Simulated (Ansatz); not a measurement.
Species: C4H5S, net charge -1, singlet state. It need not be the lowest isomer of its formula. Whether it binds its extra electron was not tested at this geometry. 
Geometry from a B3LYP-D3(BJ)/def2-TZVP (Ansatz, a first-principles code) optimisation:
```
C
C 1 1.3318
H 1 1.0927 2 124.27
C 2 1.4605 1 113.59 3 -180.00
H 4 1.0927 2 114.24 1 -116.94
H 4 1.0927 5 108.77 2 128.93
C 1 1.5402 3 114.89 2 -180.00
H 7 1.0975 1 111.59 3 -59.77
H 7 1.0975 8 106.92 1 -122.27
S 7 1.8205 8 109.72 9 -118.93
```
Charge -1, spin multiplicity 1.

Parts of the frozen-core correlation energy in cc-pV(D+d)Z (Ansatz, hartree). Frozen orbitals: 9; correlated occupied orbitals by spin: 14 and 14; virtual: 81 and 81. No spin-orbit coupling. Non-relativistic.

```json
[
 {"term": "reference (HF)", "value": "-551.82824"},
 {"term": "MP2 opposite-spin", "value": "-0.50877"},
 {"term": "MP2 same-spin", "value": "-0.17469"},
 {"term": "CCSD correlation", "value": "-0.73051"},
 {"term": "(T)", "value": "-0.03029"},
 {"term": "T1 diagnostic", "value": "0.017"},
 {"term": "largest doubles amplitude", "value": "0.057"}
]
```
